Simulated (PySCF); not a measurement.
How methods differ on the ionisation energy of Tc²⁰⁺

Tc²⁰⁺ [Ar] 3d5 [3d3/2^4 3d5/2^1, M_J = 5/2] → Tc²¹⁺ [Ar] 3d4 [3d3/2^4, M_J = 0], as a difference of total energies. Computed with PySCF 2.14 in an even-tempered Gaussian basis (17 s from 2.3 bohr⁻², ratio 2.8; 12 p from 2.9 bohr⁻², ratio 2.8; 8 d from 2.9 bohr⁻², ratio 2.8; 4 f from 11 bohr⁻², ratio 3), with the two-component X2C-1e Hamiltonian. Correlated levels: [Ne] frozen; the 76 highest virtual spinors dropped. "Screened" scales the spin-orbit matrix elements by Boettger's factors to mimic the two-electron term; Breit and QED terms are absent.

| method | ionisation energy (eV) |
| --- | --- |
| GHF (spin-free) | 908.61 |
| GMP2 (spin-free) | 908.90 |
| GHF (screened spin-orbit) | 906.01 |

Q: How much does correlation contribute at GMP2 (spin-free)?

A: 908.90 − (908.61) = 0.29 eV, measured against GHF (spin-free).

Breit and QED terms and the two-electron picture change are absent.

The spin-free rows relax to the high-spin LS determinant and lack the spin-orbit shift.

The labels give the starting determinants; with spin-orbit coupling the two ends relaxed to ⟨J²⟩ = 8.75, ⟨L²⟩ = 0.15, ⟨S²⟩ = 8.42 and ⟨J²⟩ = 2.50, ⟨L²⟩ = 5.34, ⟨S²⟩ = 5.34.

The determinant of Tc²¹⁺ mixes levels of different J (the jj label is only the starting occupation), so the difference between spin-free and spin-orbit rows is not the physical spin-orbit shift.

For comparison: 904 ± 4 eV (theoretical estimate listed by NIST; NIST Atomic Spectra Database, ionization energies).
